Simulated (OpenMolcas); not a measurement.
Mn4+ (d3) in a complex was computed by SS-CASPT2, IPEA 0.25 Eh, imaginary shift 0.1 Eh with the d shell active (OpenMolcas, ANO-RCC-VTZP on the metal). Its lowest spin-free states, and all those of the highest spin:

```csv
2S+1,Degeneracy,E (cm-1)
4,1,0
2,1,14230
2,1,14340
2,2,14690
2,1,14950
2,1,23040
2,2,23400
4,1,24110
4,2,25670
4,2,32610
2,1,35180
2,1,36720
4,1,38630
4,1,52710
4,2,55770
```

Q: Is the site octahedral, tetrahedral or cube-like, axial, or of lower symmetry?

A: The states with 2S+1 = 4 have orbital degeneracies 1, 1, 2, 2, 1, 1, 2. There are pairs but no triples, so the site is axial: not cubic, but with a proper or improper axis of order three or more. The run had Mn4+ with 6 ligands (fluoride) in tetragonal octahedral coordination (D4h) at 1.84 Å, the axial distance 1.711 Å. A charge of +0.333 e stands 3.2 Å behind each ligand. Ligand basis ANO-RCC-VDZP.

Over all roots computed the reference weight is 0.68 to 0.69; a low but even weight reflects the number of correlated electrons. The least metal-like active orbital is 79 % on the metal (Löwdin) and no ligand orbital is active, so the numbers are rough. Ligand-to-metal charge-transfer states are missing. With no ligand orbital active B as a rule stays too high, so bands that hang on it stand too high and its fall with covalency is understated. With one d shell and no ligand orbital active, 10Dq can be off by a tenth or more. No measured value stands beside these numbers; the geometry was imposed, not optimised, and the real ion may take another.
